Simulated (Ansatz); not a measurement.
Stepwise reaction of `[F][GeH2][F]` with ammonia, as a gas-phase model of exchange steps in deposition or etching. ΔE in kJ/mol; ΔG adds harmonic PBE0-D4 terms to CCSD(T)/CBS, at 1 bar.

Computed with Ansatz on PBE0-D4/def2-TZVP structures; ΔE is electronic, products minus reactants. CCSD(T)/CBS is the MP2 limit (def2-TZVPP, def2-QZVPP) plus CCSD(T) − MP2 in def2-TZVPP, frozen cores. This one scheme is used for every species. Functionals use def2-TZVPP. B3LYP here is the variant with VWN-RPA as its local correlation; programs differ in this. For Ge outer-core shells are correlated without core-valence functions, which leaves a few kJ/mol of doubt a bond. Scalar relativity is left out up to krypton. Each species was taken in one conformer, which may not be the lowest.

| step | reaction | PBE-D4 | B3LYP-D4 | ωB97M-V | CCSD(T)/CBS | ΔG(400 K) |
| --- | --- | --- | --- | --- | --- | --- |
| 2 | `[NH2][GeH2][F]` + NH₃ → `[NH2][GeH2][NH2]` + H–F | 70.2 | 74.3 | 73.1 | 63.9 | 65.2 |

Question: Give the row of step 1, `[F][GeH2][F]` + NH₃ → `[NH2][GeH2][F]` + H–F. (An estimate is asked.)

Answer: Ansatz gave: 
| step | reaction | PBE-D4 | B3LYP-D4 | ωB97M-V | CCSD(T)/CBS | ΔG(400 K) |
| --- | --- | --- | --- | --- | --- | --- |
| 1 | `[F][GeH2][F]` + NH₃ → `[NH2][GeH2][F]` + H–F | 47.1 | 51.0 | 49.5 | 41.4 | 39.0 |

Question: By hand: ΔE of the 2 steps together at CCSD(T)/CBS.

Answer: (41.4) + (63.9) = 105.3 kJ/mol, or 52.6 kJ/mol a step.

In ΔE each step is higher than the one before. All are uphill at CCSD(T)/CBS. ΔG lies between 39.0 and 65.2 kJ/mol a step. PBE-D4 differs from CCSD(T)/CBS by 5.7 to 6.3 kJ/mol a step. Isolated molecules leave out the surface, adducts and barriers. Largest T1 diagnostic: 0.012.
